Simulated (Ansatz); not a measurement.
Gas-phase electronic energies from Ansatz, PBE0-D4/def2-TZVP geometries. CCSD(T)/CBS adds triple-zeta CCSD(T) − MP2 to the extrapolated MP2 energy (def2 sets, frozen cores). This one scheme is used for every species, atoms too. Functionals use def2-TZVPP. B3LYP here is the variant with VWN-RPA as its local correlation; programs differ in this. No spin–orbit coupling; open shells (•) take unrestricted orbitals. Spin–orbit coupling would lower the free atoms: a little for Cl, F, Si. Each species was taken in one conformer, which may not be the lowest.

Reaction (atomization): `F[SiH](Cl)[SiH2][SiH3]` → Cl• + F• + 6 H• + 3 Si•

```json
{"level": "PBE-D4", "ΔE (kcal/mol)": "815.5", "difference from CCSD(T)/CBS": "-8.0"}
{"level": "PBE0-D4", "ΔE (kcal/mol)": "811.0", "difference from CCSD(T)/CBS": "-12.5"}
{"level": "B3LYP-D4", "ΔE (kcal/mol)": "816.1", "difference from CCSD(T)/CBS": "-7.4"}
{"level": "ωB97X-V", "ΔE (kcal/mol)": "829.2", "difference from CCSD(T)/CBS": "5.7"}
{"level": "ωB97M-V", "ΔE (kcal/mol)": "820.9", "difference from CCSD(T)/CBS": "-2.6"}
{"level": "PBE", "ΔE (kcal/mol)": "808.6", "difference from CCSD(T)/CBS": "-14.9"}
{"level": "r2SCAN", "ΔE (kcal/mol)": "820.8", "difference from CCSD(T)/CBS": "-2.7"}
{"level": "B3LYP", "ΔE (kcal/mol)": "804.8", "difference from CCSD(T)/CBS": "-18.7"}
{"level": "HF/def2-TZVPP", "ΔE (kcal/mol)": "625.9", "difference from CCSD(T)/CBS": "-197.6"}
{"level": "MP2/def2-TZVPP", "ΔE (kcal/mol)": "803.1", "difference from CCSD(T)/CBS": "-20.4"}
{"level": "SCS-MP2/def2-TZVPP", "ΔE (kcal/mol)": "805.1", "difference from CCSD(T)/CBS": "-18.4"}
{"level": "CCSD/def2-TZVPP", "ΔE (kcal/mol)": "790.2", "difference from CCSD(T)/CBS": "-33.3"}
{"level": "HF/def2-QZVPP", "ΔE (kcal/mol)": "627.9", "difference from CCSD(T)/CBS": "-195.6"}
{"level": "HF/CBS(def2)", "ΔE (kcal/mol)": "628.2", "difference from CCSD(T)/CBS": "-195.3"}
{"level": "MP2/CBS(def2)", "ΔE (kcal/mol)": "827.3", "difference from CCSD(T)/CBS": "3.8"}
{"level": "CCSD/CBS(def2)", "ΔE (kcal/mol)": "814.4", "difference from CCSD(T)/CBS": "-9.1"}
{"level": "CCSD(T)/CBS", "ΔE (kcal/mol)": "823.5", "difference from CCSD(T)/CBS": "0"}
```

Largest T1 diagnostic among the species: 0.012.

In def2-TZVPP, CCSD(T) changes the Hartree–Fock value by +173.4 kcal/mol (the triples alone add +9.1 kcal/mol) and MP2 by +177.2 kcal/mol; breaking electron pairs costs correlation energy, which Hartree–Fock lacks. The D4 term adds +11.4 kcal/mol with B3LYP and +6.0 kcal/mol with PBE0; it sums over pairs of atoms, weighted by their polarisabilities, and B3LYP, whose exchange is more repulsive, gets the larger term. From PBE to PBE0 (25 % exact exchange), in def2-TZVPP and without D4, ΔE moves by −3.5 kcal/mol: exact exchange takes away binding that semilocal exchange gives to molecules.

For atomizations the MP2-based limit and the directly extrapolated one differ by several kJ/mol either way, and by 10 to 25 for some Ge, Se and Sn compounds, so smaller differences from it don't rank the levels.
